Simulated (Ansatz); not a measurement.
Molecule (SMILES): Br[Si]Br (closed-shell singlet).
Atoms: Si1, Br2, Br3. Bonds: Si1-Br2, Si1-Br3.

Basis-set convergence of the optimised Si1-Br2 bond length at PBE with Ansatz (a quantum-chemistry and plane-wave program). All functions are spherical. The program fits the integrals of some runs and decomposes those of others, by size. No added dispersion term, no relativity. Reference: the value in pcseg-3, 2.2716 Å, itself unsure by roughly 0.0006 Å (its distance from cc-pV(Q+d)Z). Deviations are taken from unrounded values.

```json
[
 {"basis": "pcseg-1", "functions": "72", "optimised Si1-Br2 bond length (Å)": "2.2909"},
 {"basis": "aug-pcseg-1", "functions": "99", "optimised Si1-Br2 bond length (Å)": "2.2943"},
 {"basis": "cc-pV(D+d)Z", "functions": "77", "optimised Si1-Br2 bond length (Å)": "2.2823"},
 {"basis": "aug-cc-pV(D+d)Z", "functions": "104", "optimised Si1-Br2 bond length (Å)": "2.2869"},
 {"basis": "def2-SVP", "functions": "82", "optimised Si1-Br2 bond length (Å)": "2.2786"},
 {"basis": "def2-SVPD", "functions": "106", "optimised Si1-Br2 bond length (Å)": "2.2864"},
 {"basis": "pcseg-2", "functions": "120", "optimised Si1-Br2 bond length (Å)": "2.2726"},
 {"basis": "aug-pcseg-2", "functions": "168", "optimised Si1-Br2 bond length (Å)": "2.2737"},
 {"basis": "cc-pV(T+d)Z", "functions": "125", "optimised Si1-Br2 bond length (Å)": "2.2730"},
 {"basis": "aug-cc-pV(T+d)Z", "functions": "173", "optimised Si1-Br2 bond length (Å)": "2.2735"},
 {"basis": "def2-TZVP", "functions": "133", "optimised Si1-Br2 bond length (Å)": "2.2725"},
 {"basis": "def2-TZVPD", "functions": "157", "optimised Si1-Br2 bond length (Å)": "2.2722"},
 {"basis": "def2-TZVPP", "functions": "138", "optimised Si1-Br2 bond length (Å)": "2.2723"},
 {"basis": "def2-TZVPPD", "functions": "162", "optimised Si1-Br2 bond length (Å)": "2.2719"}
]
```

What the diffuse functions change, pair by pair:
- pcseg-1 to aug-pcseg-1: 27 more functions, deviation 0.0194 to 0.0227 Å
- cc-pV(D+d)Z to aug-cc-pV(D+d)Z: 27 more functions, deviation 0.0107 to 0.0153 Å
- def2-SVP to def2-SVPD: 24 more functions, deviation 0.0070 to 0.0148 Å
- pcseg-2 to aug-pcseg-2: 48 more functions, deviation 0.0010 to 0.0021 Å
- cc-pV(T+d)Z to aug-cc-pV(T+d)Z: 48 more functions, deviation 0.0014 to 0.0019 Å
- def2-TZVP to def2-TZVPD: 24 more functions, deviation 0.0009 to 0.0006 Å
- def2-TZVPP to def2-TZVPPD: 24 more functions, deviation 0.0007 to 0.0004 Å

They bring the value nearer the reference by more than 0.0006 Å in 0 of 7 pairs.
